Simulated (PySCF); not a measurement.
CH5F2NOSi, SMILES NC[Si](O)(F)F. Coordinates come from a PBE0-D3(BJ)/def2-SVP optimisation. This is a generated structure with no PubChem entry under its InChIKey; it may be hypothetical. The values are those of a single conformer.

Computed equilibrium geometry at PBE0-D3(BJ)/def2-SVP (PySCF confirms it by a frequency run) as a Z-matrix (one conformer of several):
```
Si
F 1 1.6159
F 1 1.6195 2 104.74
O 1 1.6400 2 110.46 3 -117.06
H 4 0.9617 1 119.09 2 63.34
C 1 1.8546 2 113.82 3 120.50
H 6 1.1033 1 109.65 2 -55.33
H 6 1.1035 7 104.80 1 -117.36
N 6 1.4608 7 109.60 8 -117.46
H 9 1.0184 6 110.48 7 -62.72
H 9 1.0186 10 106.27 6 119.57
```
Charge 0, spin multiplicity 1.
